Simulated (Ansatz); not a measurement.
Hg₃Te₃H₁₂. The state is a triplet with charge 0. Geometry r2SCAN-D4/def2-SVP, that of the neutral singlet.

```xyz
18

Te    0.703    1.188   -2.224
Hg    1.544   -2.246   -3.165
Te    0.219   -2.598    0.227
Hg   -0.356    4.154   -0.359
Te   -0.952    1.409    1.987
Hg   -1.124   -1.893    3.557
H     2.112    1.848   -2.814
H    -0.087    1.567   -3.639
H     0.041   -2.478   -3.826
H     3.079   -2.058   -2.566
H    -0.780   -3.889   -0.100
H     1.419   -3.634    0.735
H    -1.897    4.019   -0.956
H     1.179    4.369    0.232
H    -2.493    1.879    2.404
H    -0.335    2.185    3.323
H     0.405   -1.712    4.172
H    -2.675   -2.110    3.012
```

In the def2 sets Hg, Te take a core potential; there is no spin–orbit coupling. At PBE-D4/def2-SVP an occupied level of the charge 0 triplet lies above an empty one (by up to 0.03 eV), so this SCF solution is probably not the lowest. At PBE-D4/def2-SVP the gap within one spin of the charge 0 triplet nearly closes, so an electron or hole may be smeared out by delocalisation error. In the triplet geometry the species has come apart into loosely held pieces. At PBE0-D4/def2-SVP a singlet of charge 0 lies 3.89 eV below the triplet at the same geometry.

Task: Estimate the α-spin orbital energies around the gap (eV) in Ansatz with PBE-D4/def2-SVP, PBE0-D4/def2-SVP.

Result: 
```
orbital  PBE-D4/def2-SVP  PBE0-D4/def2-SVP
 HOMO−5            -6.87             -8.03
 HOMO−4            -6.66             -8.02
 HOMO−3            -6.42             -7.69
 HOMO−2            -6.27             -6.99
 HOMO−1            -6.19             -6.91
   HOMO            -2.30             -3.07
   LUMO            -1.83             -1.17
 LUMO+1            -1.80             -0.88
 LUMO+2            -1.59             -0.86
 LUMO+3            -1.37             -0.84
 LUMO+4            -1.31             -0.61
 LUMO+5            -0.98             -0.31
 β HOMO            -5.89             -6.90
 β LUMO            -5.92             -5.10
```
